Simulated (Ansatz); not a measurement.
Breaking a bond: BH (anion, charge -1), lowest doublet found (which spin is the ground state isn't settled by this scan).

Levels: ROHF/aug-cc-pVTZ (Ansatz, a first-principles code); ROMP2 = MP2 on ROHF/aug-cc-pVTZ, frozen core (Ansatz); ROCCSD = CCSD on ROHF/aug-cc-pVTZ, frozen core (Ansatz); ROCCSD(T) = CCSD(T) on ROHF/aug-cc-pVTZ, frozen core (Ansatz); UHF/aug-cc-pVTZ (Ansatz); UMP2 = MP2 on UHF/aug-cc-pVTZ, frozen core run with Ansatz; UCCSD = CCSD on UHF/aug-cc-pVTZ, frozen core (Ansatz); UCCSD(T) = CCSD(T) on UHF/aug-cc-pVTZ, frozen core in Ansatz; ROCCSDT = CCSDT on ROHF/aug-cc-pVTZ, frozen core (Ansatz); UCCSDT = CCSDT on UHF/aug-cc-pVTZ, frozen core (Ansatz); UCCSDT(Q) = CCSDT(Q) on UHF/aug-cc-pVTZ, frozen core (Ansatz); UKS-PBE = unrestricted PBE/aug-cc-pVTZ (Ansatz); UKS-BLYP = unrestricted BLYP/aug-cc-pVTZ (Ansatz); FCI = full CI/aug-cc-pVTZ, frozen core (Ansatz).

All curves are set to zero at 1.24 Å and compared with full CI in the same basis at 1.24, 1.29, 1.37, 1.45, 1.54, 1.69, 1.84, 2.02, 2.25, 2.52, 2.85, 3.30, 3.90 Å.

Q: Which method stays most parallel to full CI over these points, and which least?

A: UCCSDT(Q) has the smallest spread and UHF the largest. In order (eV): UCCSDT(Q) 0.0006, UCCSDT 0.0020, ROCCSDT 0.0026, UCCSD(T) 0.0256, ROCCSD(T) 0.0271, UCCSD 0.0730, ROCCSD 0.0771, UKS-PBE 0.1221, UMP2 0.2181, UKS-BLYP 0.2445, ROMP2 0.2694, ROHF 0.3352, UHF 0.3862.

Errors against full CI at some of the points (eV):

```tsv
method	1.54 Å	1.84 Å	2.52 Å	3.30 Å	3.90 Å
UCCSDT(Q)	0.000	0.000	0.000	0.000	0.000
UCCSDT	0.000	0.000	0.002	0.002	0.000
ROCCSDT	0.000	0.001	0.002	0.002	0.001
UCCSD(T)	-0.003	0.001	0.020	0.017	0.004
ROCCSD(T)	0.002	0.008	0.025	0.024	0.013
UCCSD	0.009	0.021	0.029	-0.007	-0.043
ROCCSD	0.014	0.031	0.041	0.002	-0.034
UKS-PBE	-0.044	-0.057	-0.023	-0.045	-0.122
UMP2	0.030	0.052	0.150	0.213	0.218
UKS-BLYP	-0.017	-0.039	-0.075	-0.149	-0.244
ROMP2	0.045	0.128	0.257	0.258	0.226
ROHF	0.086	0.131	0.046	-0.116	-0.204
UHF	0.119	0.176	0.074	-0.117	-0.210
```

Where the anion isn't bound against loss of the electron, the finite basis alone holds it. The T1 diagnostic of CCSD on the restricted reference of ROMP2, ROCCSD, ROCCSD(T), ROCCSDT exceeds 0.045 at 2.52 to 3.90 Å. The unrestricted determinant behind UHF, UMP2, UCCSD, UCCSD(T), UCCSDT, UCCSDT(Q) is spin-contaminated at 0.82 to 1.84, 2.52 to 3.90 Å (<S²> up to 1.2, against 0.75 for a pure doublet). The unrestricted determinant behind UKS-PBE is spin-contaminated at 0.82 to 1.04, 3.30 to 3.90 Å (<S²> up to 1.1, against 0.75 for a pure doublet). The unrestricted determinant behind UKS-BLYP is spin-contaminated at 3.30 to 3.90 Å (<S²> up to 1.0, against 0.75 for a pure doublet).
